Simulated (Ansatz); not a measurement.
Consider the ligand exchange at the Al–O bond: `SB[O][AlH][Cl]` + `CC(C)N` → `CC(C)[NH][AlH][Cl]` + `OBS`.

Program: Ansatz. Geometries: PBE0-D4/def2-TZVP. ΔE: electronic, gas phase. CCSD(T)/CBS is the MP2 limit (def2-TZVPP, def2-QZVPP) plus CCSD(T) − MP2 in def2-TZVPP, frozen cores. DFT in def2-TZVPP. Each species was taken in one conformer, which may not be the lowest.

Is it downhill or uphill in electronic energy at CCSD(T)/CBS, and by how much? (An estimate is asked.)

Computed: Uphill: ΔE = +11.4 kcal/mol.

What do these levels give: PBE-D4, SCS-MP2/def2-TZVPP, CCSD/def2-TZVPP, CCSD(T)/def2-TZVPP, MP2/def2-QZVPP, SCS-MP2/def2-QZVPP? (Best estimate.)

The calculation gave: PBE-D4 9.3, SCS-MP2/def2-TZVPP 11.6, CCSD/def2-TZVPP 11.8, CCSD(T)/def2-TZVPP 11.1, MP2/def2-QZVPP 11.2, SCS-MP2/def2-QZVPP 11.8 kcal/mol.

Largest T1 diagnostic among the species: 0.013.

The D4 term adds −0.7 kcal/mol with B3LYP and −0.4 kcal/mol with PBE0; it sums over pairs of atoms, weighted by their polarisabilities, and B3LYP, whose exchange is more repulsive, gets the larger term. From PBE to PBE0 (25 % exact exchange), in def2-TZVPP and without D4, ΔE moves by +1.0 kcal/mol.

B3LYP here is the variant with VWN-RPA as its local correlation; programs differ in this.
